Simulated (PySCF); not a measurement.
SMILES c1coc(Oc2cccs2)c1, GFN2-xTB optimised geometry.

```
17

C      3.13    -1.69     0.00
C      2.98    -0.34     0.00
O      1.66    -0.02     0.00
C      0.98    -1.17     0.00
O     -0.36    -1.19     0.00
C     -1.10    -0.05     0.00
C     -2.46    -0.05     0.00
C     -3.00     1.25     0.00
C     -2.04     2.21     0.00
S     -0.45     1.55     0.00
C      1.83    -2.25     0.00
H      4.05    -2.24     0.00
H      3.68     0.47     0.00
H     -3.05    -0.96     0.00
H     -4.05     1.46     0.00
H     -2.16     3.28     0.00
H      1.55    -3.28     0.00
```

Density from PySCF with CAM-B3LYP/def2-SVP at that geometry.

Minimum of the electron density along straight lines between bonded atoms, close to the bond critical point (lines longer than 1.1 times the sum of covalent radii, or with two minima, are not listed):

| bond | length / Å | ρ at the minimum / e bohr⁻³ | ∇²ρ there / e bohr⁻⁵ | position (fraction from the first atom) |
|---|---|---|---|---|
| C1–C2 | 1.357 | 0.331 | -0.85 | 0.48 |
| C2–O3 | 1.355 | 0.275 | ___ | 0.33 |
| O3–C4 | 1.342 | 0.300 | ___ | 0.67 |
| C4–O5 | 1.342 | 0.295 | ___ | 0.33 |
| O5–C6 | 1.355 | 0.279 | -0.11 | 0.67 |
| C6–C7 | 1.364 | 0.324 | -0.84 | 0.53 |
| C7–C8 | 1.412 | 0.298 | -0.75 | 0.50 |
| C8–C9 | 1.355 | 0.327 | -0.84 | 0.49 |
| C6–S10 | 1.736 | 0.212 | -0.49 | 0.50 |
| C9–S10 | 1.724 | 0.218 | -0.48 | 0.47 |
| C1–C11 | 1.418 | 0.292 | -0.71 | 0.50 |
| C4–C11 | 1.365 | 0.324 | -0.84 | 0.54 |
| C1–H12 | 1.070 | 0.286 | -1.13 | 0.64 |
| C2–H13 | 1.070 | 0.291 | -1.19 | 0.65 |
| C7–H14 | 1.073 | 0.284 | -1.10 | 0.64 |
| C8–H15 | 1.075 | 0.285 | -1.11 | 0.64 |
| C9–H16 | 1.071 | 0.286 | -1.12 | 0.64 |
| C11–H17 | 1.069 | 0.286 | -1.12 | 0.64 |

**Question.** Fill in the missing entries.

**Answer.** 
- C2–O3, ∇²ρ there / e bohr⁻⁵: 0.16
- O3–C4, ∇²ρ there / e bohr⁻⁵: -0.17
- C4–O5, ∇²ρ there / e bohr⁻⁵: -0.22
